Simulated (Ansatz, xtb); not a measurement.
## BrH3NSi+: which of two isomers lies lower

We compare I, `[NH3+][Si]Br`, a singlet, with II, `[NH2+]=[SiH]Br`, a singlet. Both are isolated ions in the gas phase, relaxed with r2SCAN-D4/def2-SVP.

I (Å):

```xyz
6

Br    2.7049   -2.4818    0.3728
N     0.4048   -1.3266   -1.3709
Si    1.8255   -2.7845   -1.6178
H    -0.2061   -1.2282   -2.1938
H    -0.2069   -1.5125   -0.5624
H     0.8240   -0.4015   -1.1952
```

II (Å):

```yaml
atoms:
  - { symbol: Br, position_ang: [2.1249, -3.6526, -0.2678] }
  - { symbol: N, position_ang: [0.9393, -0.7011, -1.0842] }
  - { symbol: Si, position_ang: [0.7336, -2.3385, -1.1839] }
  - { symbol: H, position_ang: [0.2907, -0.0369, -1.5129] }
  - { symbol: H, position_ang: [1.7117, -0.2415, -0.5983] }
  - { symbol: H, position_ang: [-0.4346, -2.8392, -1.9220] }
```

Quicker runs give these differences E(II) − E(I): GFN2-xTB −21.8 kcal/mol; HF/STO-3G +13.7 kcal/mol (at GFN2-xTB geometries); r2SCAN-D4/def2-SVP//GFN2-xTB −4.2 kcal/mol.

Q: Estimate which is lower in electronic energy at CCSD(T)/def2-TZVPP, and by roughly how much.

A: The CCSD(T)/def2-TZVPP calculation puts structure II lower, by 4.9 kcal/mol.

The same difference at several levels:

```json
{"level": "GFN2-xTB", "geometry": "GFN2-xTB", "E(II) − E(I) (kcal/mol)": "−21.8", "departure from the last row (kcal/mol)": "−17.0", "job, with rough time for the two": "optimisation, 0.17 s"}
{"level": "HF/STO-3G", "geometry": "GFN2-xTB", "E(II) − E(I) (kcal/mol)": "+13.7", "departure from the last row (kcal/mol)": "+18.6", "job, with rough time for the two": "single point, 0.45 s"}
{"level": "r2SCAN-D4/def2-SVP//GFN2-xTB", "geometry": "GFN2-xTB", "E(II) − E(I) (kcal/mol)": "−4.2", "departure from the last row (kcal/mol)": "+0.7", "job, with rough time for the two": "single point, 3 s"}
{"level": "r2SCAN-D4/def2-SVP", "geometry": "r2SCAN-D4/def2-SVP", "E(II) − E(I) (kcal/mol)": "−4.8", "departure from the last row (kcal/mol)": "+0.1", "job, with rough time for the two": "optimisation, 23 s"}
{"level": "HF/def2-TZVPP", "geometry": "r2SCAN-D4/def2-SVP", "E(II) − E(I) (kcal/mol)": "−8.8", "departure from the last row (kcal/mol)": "−3.9", "job, with rough time for the two": "part of the CCSD(T) run"}
{"level": "MP2/def2-TZVPP", "geometry": "r2SCAN-D4/def2-SVP", "E(II) − E(I) (kcal/mol)": "−8.0", "departure from the last row (kcal/mol)": "−3.1", "job, with rough time for the two": "part of the CCSD(T) run"}
{"level": "CCSD(T)/def2-TZVPP", "geometry": "r2SCAN-D4/def2-SVP", "E(II) − E(I) (kcal/mol)": "−4.9", "departure from the last row (kcal/mol)": "", "job, with rough time for the two": "single point, 91 s"}
```

As drawn, II has 1 N=Si, 1 Si–H in place of 1 N–Si, 1 N–H.

HF/STO-3G puts the two in the other order. The largest departure from CCSD(T)/def2-TZVPP is that of HF/STO-3G, 18.6 kcal/mol.

With harmonic frequencies from r2SCAN-D4/def2-SVP (ideal gas, rigid rotor, one conformer each, 298.15 K, 1 atm): on the last row, ΔE + ΔZPE = −7.0, ΔH = −7.4, ΔG = −6.0 kcal/mol.

The correlated steps freeze 15 core orbitals; the filled d shell of Br is correlated, in a basis made for valence electrons. Programs: Ansatz 0.2.0, xtb 6.7.1; the last row on 2 threads of Arm Neoverse V1 on a shared host.
